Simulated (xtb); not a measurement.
C₅H₇FO₃, singlet, geometry from GFN2-xTB; xtb 6.7.1 with GFN1-xTB.

The xtb input:
```
$ xtb mol.xyz --gfn 1 --etemp 5000 --json

# file mol.xyz
16

C      3.30582988     0.11345375    -0.01099853
C      2.06235833     0.00567215    -0.45593857
F      1.80001929    -0.19539197    -1.75618024
C      0.86581996     0.09584167     0.42516355
O      0.93020387     0.27326059     1.61614930
O     -0.26943012    -0.04141913    -0.25578851
C     -1.45460514     0.03021556     0.50059004
O     -2.50011761    -0.15817084    -0.38637447
C     -3.75990400    -0.10259416     0.24030458
H      3.47500741     0.27425457     1.03750489
H      4.15061681     0.04408329    -0.67246950
H     -1.51249098     1.01679501     1.00023601
H     -1.43661945    -0.74936375     1.28686937
H     -3.85880804    -0.88440161     1.00243583
H     -4.49358447    -0.26152142    -0.54577115
H     -3.92653793     0.87378296     0.71019970
```

The log (banner, timings and long lists left out):

```
   ID    Z sym.   atoms
    1    6 C      1, 2, 4, 7, 9
    2    9 F      3
    3    8 O      5, 6, 8
    4    1 H      10-16

           -------------------------------------------------
          |                Calculation Setup                |
           -------------------------------------------------

           -------------------------------------------------
          |                 G F N 1 - x T B                 |
           -------------------------------------------------

          ...................................................
          :                      SETUP                      :
          :.................................................:
          :  # basis functions                  50          :
          :  # atomic orbitals                  50          :
          :  # shells                           32          :
          :  # electrons                        52          :
          :  # halogen bonds                     0          :
          :  max. iterations                   250          :
          :  Hamiltonian                  GFN1-xTB          :
          :  restarted?                      false          :
          :  GBSA solvation                  false          :
          :  PC potential                    false          :
          :  electronic temp.         5000.0000000     K    :
          :  accuracy                    1.0000000          :
          :  -> integral cutoff          0.2500000E+02      :
          :  -> integral neglect         0.1000000E-07      :
          :  -> SCF convergence          0.1000000E-05 Eh   :
          :  -> wf. convergence          0.2000000E-04 e    :
          :  Broyden damping             0.4000000          :
          :  net charge                          0          :
          :  unpaired electrons                  0          :
          ...................................................

 iter      E             dE          RMSdq      gap      omega  full diag
   1    -33.6440084 -0.336440E+02  0.799E+00    4.44       0.0  T
   2    -33.8135901 -0.169582E+00  0.469E+00    3.98       1.0  T
   3    -33.8121758  0.141435E-02  0.207E+00    4.06       1.0  T
   4    -33.8247945 -0.126187E-01  0.266E-01    3.85       1.0  T
   5    -33.8256829 -0.888388E-03  0.577E-02    3.89       1.0  T
   6    -33.8257078 -0.248634E-04  0.147E-02    3.91       1.7  T
   7    -33.8257099 -0.211226E-05  0.328E-03    3.92       7.6  T
[...]
         :: total energy             -33.560094820272 Eh    ::
[...]
     6O    -0.38202 -0.45701   1.673  4.709  0.000
     7C     0.42018  0.37347   0.958  2.621  0.000
     8O    -0.44119 -0.54288   1.674  4.767  0.000
     9C     0.16840  0.04654   0.971  2.860  0.000
    10H     0.07274  0.13066   0.927  0.000  0.000
    11H     0.06711  0.12194   0.933  0.000  0.000
    12H     0.03548  0.10794   0.965  0.000  0.000
    13H     0.03595  0.10861   0.964  0.000  0.000
    14H     0.02030  0.07916   0.980  0.000  0.000
    15H     0.04801  0.10912   0.952  0.000  0.000
    16H     0.02030  0.07917   0.980  0.000  0.000

Wiberg/Mayer (AO) data.
largest (>0.10) Wiberg bond orders for each atom

 ---------------------------------------------------------------------------
     #   Z sym  total        # sym  WBO       # sym  WBO       # sym  WBO
 ---------------------------------------------------------------------------
     1   6 C    3.961 --     2 C    1.838    11 H    0.975    10 H    0.971
     2   6 C    3.858 --     1 C    1.838     4 C    0.984     3 F    0.957
     3   9 F    1.091 --     2 C    0.957
     4   6 C    3.841 --     5 O    1.666     6 O    1.112     2 C    0.984
     5   8 O    1.939 --     4 C    1.666     6 O    0.137
     6   8 O    2.222 --     4 C    1.112     7 C    0.905     5 O    0.137
     7   6 C    3.833 --     8 O    0.971    12 H    0.956    13 H    0.956
                             6 O    0.905
     8   8 O    2.020 --     7 C    0.971     9 C    0.946
     9   6 C    3.909 --    15 H    0.982    14 H    0.980    16 H    0.980
                             8 O    0.946
    10   1 H    1.002 --     1 C    0.971
    11   1 H    0.998 --     1 C    0.975
    12   1 H    1.014 --     7 C    0.956
    13   1 H    1.014 --     7 C    0.956
    14   1 H    1.006 --     9 C    0.980
    15   1 H    1.014 --     9 C    0.982
    16   1 H    1.006 --     9 C    0.980
 ---------------------------------------------------------------------------

Topologies differ in total number of bonds
Writing topology from bond orders to xtbtopo.mol

 dipole moment from electron density (au)
     X       Y       Z
  -0.4646   0.0858   0.5925  total (Debye):    1.926

           -------------------------------------------------
          | TOTAL ENERGY              -33.560094820272 Eh   |
          | GRADIENT NORM               0.020468704837 Eh/α |
          | HOMO-LUMO GAP               3.922125208251 eV   |
           -------------------------------------------------

normal termination of xtb
```
